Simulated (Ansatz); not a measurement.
**Ligand exchange: Sn(CH3)(NH2) + MgH(SH) → Sn(CH3)(SH) + MgH(NH2)**

Species: Sn(CH3)(NH2), singlet; MgH(SH), singlet; Sn(CH3)(SH), singlet; MgH(NH2), singlet. The partners trade NH2 for SH: Sn–NH2 and Mg–SH bonds give way to Sn–SH and Mg–NH2.

Shapes, held fixed at every level: PBE0-D4/def2-TZVP. Flexible molecules stand in one conformer, not always the lowest. Programs: Ansatz 0.2.0. The zero-point and thermal change to 298 K, harmonic and unscaled (PBE0-D4/def2-TZVP), is -0.8 kJ/mol.

| level | kind | ΔH(298 K) (kJ/mol) | less CCSD(T)/def2-TZVPP |
| --- | --- | --- | --- |
| HF/def2-SVP | Hartree–Fock | +15.1 | -1.4 |
| B3LYP-D4/def2-TZVPP | global hybrid | +10.2 | -6.3 |
| PBE0-D4/def2-TZVPP | global hybrid | +13.4 | -3.1 |
| r2SCAN0-D4/def2-TZVPP | global hybrid | +14.7 | -1.8 |
| CCSD(T)/def2-SVP | coupled cluster or CI | +17.9 | +1.4 |
| CCSD/def2-SVP | coupled cluster or CI | +17.3 | +0.8 |
| CCSD(T)/def2-TZVPP | coupled cluster or CI | +16.5 | 0.0 |

The highest level, CCSD(T)/def2-TZVPP, gives ΔH(298 K) = +16.5 kJ/mol; the levels span +10.2 to +17.9. The column of differences is taken from that level and isn't an error. No measured value is set beside it here. For atoms past krypton def2 sets carry core potentials with scalar relativity. Outer-core shells of Mg, Sn are correlated in most correlated rows, in sets that cover them unevenly.
